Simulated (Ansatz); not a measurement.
`CN(C)B(F)F` + `[SH][SnH3]` → `C[S][SnH3]` + `CNB(F)F` at 700 K and 1 bar (substitution at a C–N bond).

Calculated with Ansatz (gas phase, PBE0-D4/def2-TZVP geometries, no zero-point term in ΔE). CBS: MP2 limit from def2 TZ/QZ plus the TZ coupled-cluster correction, frozen cores. Elements past krypton have def2 core potentials. For Sn outer-core shells are correlated without core-valence functions, which leaves a few kJ/mol of doubt a bond. Each species was taken in one conformer, which may not be the lowest.

```
     species  CCSD(T)/CBS energy (Eh)  H − E (kJ/mol)  S (J/(mol·K))
`CN(C)B(F)F`               -358.96075           324.2          452.1
`[SH][SnH3]`               -614.20548           127.7          376.2
`C[S][SnH3]`               -653.46026           222.9          440.2
   `CNB(F)F`               -319.70892           234.5          405.5
```

H − E and S are ideal-gas, rigid-rotor, harmonic terms from PBE0-D4/def2-TZVP, for one conformer and one mirror image of each species. 1 Eh = 2625.50 kJ/mol, R = 8.31446 J/(mol·K).

Task: By hand: ΔE, ΔH, ΔS and ΔG.

Result: ΔE = (-653.46026) + (-319.70892) − (-358.96075) − (-614.20548) = -0.00295 Eh = -7.7 kJ/mol. Δ(H − E) = 222.9 + 234.5 − 324.2 − 127.7 = 5.5, so ΔH = -2.2 kJ/mol. ΔS = 440.2 + 405.5 − 452.1 − 376.2 = 17.4 J/(mol·K). ΔG = -2.2 − 700 × (17.4)/1000 = -14.4 kJ/mol.

Task: By hand: the equilibrium constant, and the temperature at which ΔG would vanish if ΔH and ΔS stayed fixed.

Result: log₁₀ K = −ΔG/(RT ln 10) = 1.1. ΔH and −TΔS have one sign here, so there is no such temperature.

TΔS isn't small against ΔH here. A doubt of 5 kJ/mol in ΔE shifts log₁₀ K by 0.4 here. Other conformers and mirror images would add mixing entropy, several J/(mol·K) or more a flexible species. These are equilibria of isolated gas molecules and say nothing of rates. Largest T1 diagnostic: 0.012 (customary marks: 0.02 for closed shells, 0.045 for open ones).
